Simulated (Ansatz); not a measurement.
The same ligand exchange along the group V, Nb, Ta.

Gas-phase electronic energies from Ansatz, PBE0-D4/def2-TZVP geometries. CBS: MP2 limit from def2 TZ/QZ plus the TZ coupled-cluster correction, frozen cores. This one scheme is used for every species. Functionals use def2-TZVPP. def2 core potentials past Kr. For Nb, Ta, V outer-core shells are correlated without core-valence functions, which leaves a few kJ/mol of doubt a bond. Scalar relativity is left out up to krypton. Each species was taken in one conformer, which may not be the lowest.

```tsv
reaction	revPBE-D4 (kcal/mol)	CCSD/CBS(def2) (kcal/mol)
`[O]=[V]([OH])([OH])[Cl]` + H–F → `[O]=[V]([OH])([OH])[F]` + HCl	-1.7	-0.5
`[O]=[Nb]([OH])([OH])[Cl]` + H–F → `[O]=[Nb]([OH])([OH])[F]` + HCl	-2.0	-0.7
`[O]=[Ta]([OH])([OH])[Cl]` + H–F → `[O]=[Ta]([OH])([OH])[F]` + HCl	-9.1	-7.9
```

Give the CCSD(T)/CBS values in the same order. (Best estimate.)

Computed: 0.8, 0.1, -7.1 kcal/mol.

Largest T1 diagnostic: 0.032, for `[O]=[V]([OH])([OH])[F]`, so its coupled-cluster energy is less sure.
